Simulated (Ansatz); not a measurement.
This geometry of a periodic cell of 33 atoms, LiAl32 (host Al, host structure fcc, interstitial Li) is a first-order saddle point.

The calculation used DFT PBE, scalar-relativistic, plane waves, PAW (Ansatz 0.2.0). Settings: cutoff 420 eV, k mesh 3x3x3, gaussian smearing 0.05 eV, no spin polarisation.

```xyz
33
Lattice="8.1000 0.0000 0.0000 0.0000 8.1000 0.0000 0.0000 0.0000 8.1000" Properties=species:S:1:pos:R:3
Al 4.045 0.001 -0.603
Al 6.066 2.033 0.026
Al 5.884 -0.001 1.937
Al 0.084 -0.001 0.155
Al 2.032 2.011 0.026
Al 4.040 4.048 -0.032
Al 6.066 6.064 0.026
Al 3.064 -0.004 1.597
Al 4.103 2.285 2.059
Al 6.174 4.048 2.048
Al 4.025 0.000 4.152
Al 5.975 2.102 4.091
Al 6.199 -0.003 6.236
Al -0.009 4.050 0.039
Al 2.032 6.086 0.025
Al -0.049 2.015 2.096
Al 1.952 4.048 2.005
Al 4.104 5.810 2.058
Al -0.513 0.004 4.165
Al 1.969 2.157 4.089
Al 3.994 4.050 4.085
Al 5.977 5.998 4.090
Al 1.812 -0.001 5.910
Al 3.998 2.132 6.020
Al 6.059 4.049 6.125
Al -0.048 6.083 2.097
Al -0.068 4.049 4.129
Al 1.971 5.941 4.089
Al -0.033 2.058 6.151
Al 1.960 4.049 6.148
Al 3.999 5.967 6.022
Al -0.031 6.040 6.150
Li 1.368 0.000 2.974
```

Task: Which two structures does it join? (They come from a converged band through this point; their orientation in space is the band's.)

Result: Contacts lost: Al3–Li33, Al4–Li33, Al8–Al11, Al16–Li33, Al26–Li33. Contacts made: Al3–Al19, Al4–Al8, Al11–Li33, Al20–Li33, Al23–Li33, Al28–Li33. The atom that moves furthest is Li33, by 2.70 Å; four of its nearest neighbours are Al26 2.30, Al3 2.34, Al19 2.34, Al4 2.37 Å at the first end and Al8 2.28, Al28 2.35, Al11 2.35, Al19 2.35 Å at the last.

Initial state:

```xyz
33
Lattice="8.1000 0.0000 0.0000 0.0000 8.1000 0.0000 0.0000 0.0000 8.1000" Properties=species:S:1:pos:R:3
Al 4.036 0.006 -0.087
Al 6.059 2.032 -0.013
Al 5.711 0.058 2.006
Al 0.015 0.052 -0.270
Al 2.050 2.046 -0.026
Al 4.060 4.084 -0.033
Al 6.122 6.116 0.054
Al 2.288 0.050 2.012
Al 4.035 2.114 2.023
Al 5.982 4.012 2.022
Al 4.038 0.007 4.128
Al 6.074 2.014 4.049
Al 5.999 0.007 6.084
Al 0.001 4.010 -0.101
Al 1.993 6.096 0.030
Al 0.011 2.204 2.013
Al 2.123 4.009 2.023
Al 4.037 6.009 2.022
Al 0.021 0.059 4.401
Al 2.038 2.034 4.065
Al 4.061 4.084 4.074
Al 6.144 6.137 3.979
Al 2.108 0.006 6.086
Al 4.059 2.066 6.065
Al 6.052 4.085 6.064
Al 0.019 5.583 2.006
Al 0.002 4.011 4.142
Al 1.974 6.112 4.006
Al 0.001 2.112 6.086
Al 2.058 4.083 6.065
Al 4.060 6.066 6.065
Al 0.002 6.012 6.084
Li -0.072 -0.221 2.083
```

Final state:

```xyz
33
Lattice="8.1000 0.0000 0.0000 0.0000 8.1000 0.0000 0.0000 0.0000 8.1000" Properties=species:S:1:pos:R:3
Al 4.154 0.000 -0.050
Al 6.074 2.054 0.043
Al 6.077 0.000 1.972
Al -0.104 0.000 -0.051
Al 2.025 2.129 -0.051
Al 4.079 4.051 0.043
Al 6.074 6.046 0.043
Al 2.023 0.002 1.480
Al 3.992 1.964 2.070
Al 6.074 4.051 2.021
Al 4.353 0.002 4.121
Al 6.077 2.101 4.056
Al 6.077 0.000 6.156
Al -0.029 4.051 0.043
Al 2.025 5.971 -0.050
Al 0.058 1.967 2.068
Al 2.025 4.048 1.972
Al 3.988 6.137 2.073
Al -0.293 0.002 4.119
Al 2.024 2.317 4.119
Al 4.126 4.048 4.056
Al 6.077 5.999 4.056
Al 2.025 0.000 6.217
Al 4.072 2.046 6.088
Al 6.074 4.051 6.117
Al 0.061 6.134 2.070
Al -0.076 4.048 4.056
Al 2.024 5.770 4.121
Al -0.023 2.047 6.089
Al 2.025 4.048 6.156
Al 4.071 6.054 6.086
Al -0.021 6.053 6.087
Li 2.032 -0.009 3.764
```

Task: How far does it lie above each of them?

Result: 0.67 eV above the first and 0.67 eV above the second. This is the barrier of this one path; another mechanism may lie lower. Limits of this set-up: coarse k mesh, a small cell, in which the defect meets its images.

The run took 24 min on 4 threads of Intel(R) Xeon(R) Platinum 8259CL CPU @ 2.50GHz (Skylake/Cascade Lake), with other jobs on the host, peak memory 3.1 GiB.
